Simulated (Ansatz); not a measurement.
Correlation energies of BFH$_{2}$OSi (`F[SiH]1BO1`) by basis set

```xyz
6

F     1.4743    1.0437    0.9870
Si    0.4594   -0.1139    0.5841
B    -1.0378    0.1726   -0.5233
O     0.1405   -0.1516   -1.1053
H     1.0600   -1.3743    1.0594
H    -2.0963    0.4235   -1.0020
```

Total charge 0; spin multiplicity 1. The geometry is a stationary point of PBE0-D4/def2-TZVP. Frozen core, restricted reference, Ansatz. CBS rows extrapolate triple and quadruple zeta; past MP2 they add the triple-zeta difference.

```json
{"basis": "def2-SVP", "HF (Eh)": "-488.89463", "MP2 corr.": "-0.54067"}
{"basis": "def2-TZVPP", "HF (Eh)": "-489.26086", "MP2 corr.": "-0.69150"}
{"basis": "def2-QZVPP", "HF (Eh)": "-489.27990", "MP2 corr.": "-0.75006"}
```

(1) Estimate the CCSD correlation energy and the (T) correction in each basis where they were run (hartree).

## Answers

(1) 
| basis | CCSD corr. | (T) |
| --- | --- | --- |
| def2-SVP | -0.56358 | -0.01474 |
| def2-TZVPP | -0.70875 | -0.02649 |
| CBS(def2) | -0.81069 | as TZ |
